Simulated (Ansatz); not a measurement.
# Which is lower?

The two ends of one reaction step of AlN₂H₇S, singlet (PBE0-D4/def2-TZVP).

A:

```csv
atom,x (Å),y (Å),z (Å)
Al1,0.4817,-0.1075,0.2341
S2,1.5074,1.8150,-0.0077
N3,0.9636,-1.4277,-0.8310
N4,-0.7529,-0.3223,1.4775
H5,-1.3304,1.3991,-1.7021
H6,-1.8256,0.8387,-1.7066
H7,1.0393,2.2913,1.1582
H8,1.7489,-1.3889,-1.4589
H9,0.4949,-2.3141,-0.9132
H10,-1.1587,0.4204,2.0210
H11,-1.1684,-1.2038,1.7288
```

B:

```xyz
11
angstrom
Al -0.5460 -0.3222 -0.4628
S 0.9648 1.8898 -0.5751
N 0.8188 -1.4229 -0.8225
N -1.0939 -0.2441 1.2383
H 0.1423 2.7462 0.0535
H -1.5381 0.1660 -1.6046
H 1.5804 1.5470 0.5669
H 1.1180 -1.6611 -1.7537
H 1.2216 -2.0673 -0.1624
H -1.9999 0.0987 1.5121
H -0.6681 -0.7300 2.0104
```

Computed with Ansatz 0.2.0 (basis: def2-TZVPP); correlated methods freeze the cores. B3LYP uses VWN-RPA correlation.

Which structure is lower at CCSD(T), and by how much? (Judge from chemistry; the value comes from the calculation.)

Computed: A, by 68.9 kJ/mol (electronic energy, against the other). By their contacts, A is a complex of AlN₂H₅S ([NH2][Al]([NH2])[SH]) + H₂ and B is AlN₂H₇S ([NH2][AlH]([NH2])[SH2]).

All methods give the same order:

| method | E(B) − E(A) (kJ/mol) |
| --- | --- |
| SPW92 | 52.9 |
| PBE-D4 | 66.3 |
| BLYP-D4 | 68.7 |
| r2SCAN-D4 | 72.0 |
| B97M-V | 61.7 |
| PBE0-D4 | 66.0 |
| B3LYP-D4 | 67.9 |
| r2SCAN0-D4 | 70.2 |
| BHLYP-D4 | 66.6 |
| CAM-B3LYP-D4 | 64.7 |
| wB97X-V | 65.5 |
| wB97M-V | 66.7 |
| B2PLYP | 71.4 |
| PBE-QIDH | 69.2 |
| RPA on PBE | 64.4 |
| HF | 70.2 |
| MP2 | 76.0 |
| CCSD | 67.8 |
| CCSD(T) | 68.9 |

The T1 diagnostic stays at or below 0.010.

Labels in which every atom is bracketed show which atoms are joined, not bond orders.

For scale, one of the runs: CCSD(T)/def2-TZVPP, 244 basis functions, launched by `ansatz run in.yaml --threads 4 --pin off --events-out ev --progress --plain --max-ram 9574MiB`. Hardware: 4 CPU threads of an Intel Xeon, shared host. Wall time 120 s; peak host memory 4.6 GiB.
